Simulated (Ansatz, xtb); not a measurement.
Ranking isomers of C4H4ClFSi

4 gas-phase structures of C4H4ClFSi, from a drawn sample of its isomers (lower ones may exist). Each was relaxed with GFN2-xTB:

A. `FC1=C[SiH2]C=C1Cl`, a singlet
B. `F[Si]1(Cl)C=CC=C1`, a singlet
C. `FC1=C[Si@H](Cl)C=C1`, a singlet
D. `C#C/C=C(/F)[SiH2]Cl`, a singlet

Problem. Make a reasoned guess at their ranking by r2SCAN-D4/def2-SVP single-point energy.

Solution. Calculated order at r2SCAN-D4/def2-SVP: B (0.0), C (169.2), A (311.0), D (358.1) kJ/mol.

Energies above the lowest of each column, in kJ/mol; the last columns are at B3LYP/def2-SVP geometries and were run for some of them only (a dash: not run or not comparable):

```tsv
structure	GFN2-xTB	HF/STO-3G	r2SCAN-D4/def2-SVP	B3LYP/def2-SVP	CCSD(T)/def2-SVP + ΔMP2/def2-TZVPP
B	0.0	0.0	0.0	0.0	0.0
C	118.8	50.2	169.2	170.9	199.6
A	215.3	194.6	311.0	–	–
D	216.4	258.8	358.1	–	–
```

Every level run on B puts it lowest or level with the lowest. Flexible structures stand in one conformer each, not always the lowest. Frequencies (GFN2-xTB) were run for B, C alone. The ΔMP2 step shifts differences by up to 17.2 kJ/mol, which makes them less sure. ΔMP2 is the change of the MP2 energy from the smaller to the larger basis.

Over these structures GFN2-xTB departs from r2SCAN-D4/def2-SVP by 46.7 kJ/mol on average once a common shift is removed. A GFN2-xTB relaxation took about 0.16 s and the r2SCAN-D4/def2-SVP energy about 2.2 s on a shared host (Ansatz 0.2.0, xtb 6.7.1).
